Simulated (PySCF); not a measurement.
Two species compared at the same levels of theory.

First species: C₅H₁₃FOSi₂.
SMILES: `CO[C@@H](F)[SiH2][SiH2]C1CC1`

Second species: C6H12Si2.
Numbering: `[CH:1]#[C:2][Si@@H:3]([SiH2:4][CH3:5])[CH:6]1[CH2:7][CH2:8]1` (hydrogens: H9 on C1; H10 on Si3; H11, H12 on Si4; H13, H14, H15 on C5; H16 on C6; H17, H18 on C7; H19, H20 on C8)

Levels: PBE0/pcSseg-1 for dipole moment, HOMO energy, LUMO energy and HOMO–LUMO gap; GFN2-xTB for rotational constant A and rotational constant C. Geometries: GFN2-xTB. All species are isolated and taken at one optimised geometry, non-relativistic unless stated; the electronic structure was computed with PySCF and density fitting.

The conformers computed, where there is a choice (atom-mapped SMILES and torsion angles):
- `[CH3:1][O:2][C@@H:3]([F:4])[SiH2:5][SiH2:6][CH:7]1[CH2:8][CH2:9]1`: C1–O2–C3–F4 67°, O2–C3–Si5–Si6 -49°, C3–Si5–Si6–C7 -63°, Si5–Si6–C7–C8 -151°
- `[CH:1]#[C:2][Si@@H:3]([SiH2:4][CH3:5])[CH:6]1[CH2:7][CH2:8]1`: C2–Si3–Si4–C5 26°, C2–Si3–C6–C7 -167°

Values for the first species:

| Item | Value |
| --- | --- |
| Dipole moment | 1.16 D |
| HOMO energy | -7.81 eV |
| LUMO energy | 0.17 eV |
| HOMO–LUMO gap | 7.98 eV |
| Rotational constant A | 1.727 GHz |
| Rotational constant C | 0.585 GHz |

(1) Estimate the same properties for the second species, and the change in each.

Results:

(1) 
```csv
property,first,second,second less first
dipole moment,1.16 D,0.88 D,-0.28 D
HOMO energy,-7.81 eV,-7.72 eV,+0.09 eV
LUMO energy,0.17 eV,-0.31 eV,-0.48 eV
HOMO–LUMO gap,7.98 eV,7.41 eV,-0.57 eV
rotational constant A,1.727 GHz,1.408 GHz,-0.319 GHz
rotational constant C,0.585 GHz,0.789 GHz,+0.204 GHz
```

On the first: In atomic units the dipole is 0.46 e·bohr (1 au = 2.5417 D).

On the second: The dipole matches unit charges of opposite sign 0.18 Å apart (1 e·Å = 4.8032 D).
